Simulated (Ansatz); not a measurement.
H₂Au₂⁻. The state is a doublet with charge -1. Geometry PBE0-D4/def2-TZVPD, basis def2-TZVPD, Ansatz.

| atom | x (Å) | y (Å) | z (Å) |
| --- | --- | --- | --- |
| Au1 | -0.753 | 1.016 | 0.574 |
| Au2 | 0.753 | -1.016 | -0.574 |
| H3 | 1.633 | -2.198 | -1.243 |
| H4 | -1.634 | 2.197 | 1.243 |

```
run  HOMO (eV)  LUMO (eV)
  A      -1.12       1.48
  B      -0.17       0.80
  C      -0.53       0.93
  D      -0.23       0.67
  E      -3.09       3.17
```

In the def2 sets Au takes a core potential; there is no spin–orbit coupling. Another isomer (doublet) lies 0.13 eV lower at PBE0-D4/def2-TZVPD; other spin states weren't run for this one.

HOMO and LUMO are taken over both spins.

**Question.** The runs used PBE, PBE0, r2SCAN, revPBE, ωB97X-V. Estimate which is which.

**Answer.** A PBE0 (25 % exact exchange); B revPBE (0 % exact exchange); C r2SCAN (0 % exact exchange); D PBE (0 % exact exchange); E ωB97X-V (range-separated). Exact exchange lowers occupied and raises empty levels; among semilocal functionals meta-GGAs tend to open the gap a little, and such runs are hard to tell apart. The gap grows from 0.89 eV (PBE) to 6.26 eV (ωB97X-V).
